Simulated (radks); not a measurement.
Values are calculated unless marked as measured or tabulated.
Removal energies from the indium ion In4+, [Kr] 4d9, by Delta-SCF beside the eigenvalue of the level emptied. Level of theory: scalar-relativistic Kohn-Sham, r2SCAN, spin-polarised, spherical densities, finite nucleus; meta-GGA in the generalised Kohn-Sham scheme; Fermi nuclear charge, rms radius of each element as measured or else 0.836 A^(1/3) + 0.57 fm (a radial shooting solver on a logarithmic mesh with Libxc functionals). Open shells are filled with parallel spins first.

| removed from | final configuration | Delta-SCF (eV) | -eigenvalue (eV) |
|---|---|---|---|
| 4d | [Kr] 4d8 | 73.699 | 64.977 |
| 4p | [Ar] 3d10 4s2 4p5 4d9 | 137.39 | 127.62 |
| 4s | [Ar] 3d10 4s1 4p6 4d9 | 180.57 | 170.45 |
| 3d | [Ar] 3d9 4s2 4p6 4d9 | 507.36 | 485.54 |
